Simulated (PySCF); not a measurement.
**Stationary points of IS2**

All numbers come from PBE0/[I def2-TZVP with ECP28, S def2-TZVP], scalar-relativistic core potentials, density fitting, no spin–orbit coupling, PySCF.

Relaxations began from a few typed shapes; open shells are unrestricted. The search is not exhaustive: other isomers or separated fragments can lie lower, and high-lying points may rest on an excited occupation.

**Question.** Order these stationary points by electronic energy, lowest first, in kJ/mol from the lowest minimum.
A. doublet C2v: I–S 2.257 Å (×2); S–I–S 114.6°
B. broken-symmetry Ms = 1/2 (⟨S²⟩ 1.71) D∞h: I–S 2.374 Å (×2); S–I–S 180.0°

**Answer.** A (0.0), B (140.5).

**Question.** Which of them are minima?

**Answer.** By energy in kJ/mol, 0.0: minimum; 140.5: saddle point, 2 imaginary modes.

For the lowest minimum: spin–orbit coupling, left out here, can matter for elements this heavy.

The electron or spin density has lower symmetry than the nuclear frame for the broken-symmetry Ms = 1/2 (⟨S²⟩ 1.71) D∞h at 140.5 kJ/mol.
